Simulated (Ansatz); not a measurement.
One change: `[CH3][In]([NH2])[Cl]` becomes `[CH3][In]([Cl])[SeH]`.

Ansatz, PBE0-D4/def2-TZVP geometries, multiplicity 1. Each molecule was computed in one conformer, which needn't be the lowest.

Elements past krypton have def2 core potentials. Scalar relativity is left out up to krypton.

| property | `[CH3][In]([NH2])[Cl]` |
| --- | --- |
| HOMO–LUMO gap (B3LYP/def2-TZVPP) / eV | 5.85 |
| LUMO energy (PBE0/def2-TZVPP) / eV | -0.92 |
| size of the dipole moment (PBE/def2-TZVPP) / D | 3.54 |
| LUMO energy (B3LYP/def2-TZVPP) / eV | -1.23 |
| HOMO energy (PBE/def2-TZVPP) / eV | -5.97 |
| HOMO–LUMO gap (ωB97M-V/def2-TZVPP) / eV | 10.28 |

**Question.** What does the change do to each property? (Best estimate.)

**Answer.** The calculation gave: 
| property | `[CH3][In]([Cl])[SeH]` | shift |
| --- | --- | --- |
| HOMO–LUMO gap (B3LYP/def2-TZVPP) / eV | 5.44 | -0.41 |
| LUMO energy (PBE0/def2-TZVPP) / eV | -1.34 | -0.42 |
| size of the dipole moment (PBE/def2-TZVPP) / D | 2.63 | -0.91 |
| LUMO energy (B3LYP/def2-TZVPP) / eV | -1.64 | -0.41 |
| HOMO energy (PBE/def2-TZVPP) / eV | -6.20 | -0.23 |
| HOMO–LUMO gap (ωB97M-V/def2-TZVPP) / eV | 9.68 | -0.60 |

Dipoles are sizes alone; their direction can turn.

B3LYP here is the variant with VWN-RPA as its local correlation; programs differ in this.

Spin–orbit coupling is left out; it splits and shifts lone-pair levels of the heavy atoms by tenths of an eV.
